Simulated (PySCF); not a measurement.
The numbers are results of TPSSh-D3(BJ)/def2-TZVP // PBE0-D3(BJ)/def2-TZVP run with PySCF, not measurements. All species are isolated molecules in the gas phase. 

Reference species (SMILES): `Cl[CH]Cl` (neutral, multiplicity 2).

| Property | Result |
|---|---|
| dipole moment | 0.90 D |

Changed species: `Cl[C](Cl)Cl` (radical fragment; the reference has radical fragment).

**Question.** Give the shifts of the dipole moment.

**Answer.** the dipole moment falls by 0.75 D, to 0.15 D.
